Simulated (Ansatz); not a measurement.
Consider the cleavage of the B–Si bond: `FB(F)[Si](Cl)(Cl)Cl` + CH₃NH₂ → `CNB(F)F` + `Cl[SiH](Cl)Cl`.

Calculated with Ansatz (gas phase, PBE0-D4/def2-TZVP geometries, no zero-point term in ΔE). CCSD(T)/CBS is the MP2 limit (def2-TZVPP, def2-QZVPP) plus CCSD(T) − MP2 in def2-TZVPP, frozen cores. This one scheme is used for every species. DFT in def2-TZVPP. Each species was taken in one conformer, which may not be the lowest.

```tsv
species	PBE energy (Eh)
`FB(F)[Si](Cl)(Cl)Cl`	-1894.12068
CH₃NH₂	-95.76706
`CNB(F)F`	-319.75202
`Cl[SiH](Cl)Cl`	-1670.18777
```

**Question.** Work out ΔE.

**Answer.** ΔE = (-319.75202) + (-1670.18777) − (-1894.12068) − (-95.76706) = -0.05205 Eh = -136.7 kJ/mol. CCSD(T)/CBS gives -148.1 kJ/mol.

Largest T1 diagnostic among the species: 0.012.

From r2SCAN to r2SCAN0 (25 % exact exchange), in def2-TZVPP and without D4, ΔE moves by −5.7 kJ/mol. At CCSD(T), def2-SVP lies −15.8 kJ/mol from the extrapolated value and def2-TZVPP −0.3 kJ/mol.
